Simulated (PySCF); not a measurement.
vinylidene fluoride (C2H2F2), SMILES C=C(F)F. Geometry: PBE0-D3(BJ)/def2-SVP.

Task: Give the equilibrium geometry at PBE0-D3(BJ)/def2-SVP (PySCF confirms it by a frequency run) as a Z-matrix, and its point group. (Estimate from the structure and the level; the computed values follow.)

Result: point group C2v.
```
C
F 1 1.3103
F 1 1.3103 2 110.00
C 1 1.3237 2 125.00 3 180.00
H 4 1.0882 1 119.64 2 180.00
H 4 1.0882 5 120.73 1 180.00
```
Charge 0, spin multiplicity 1.
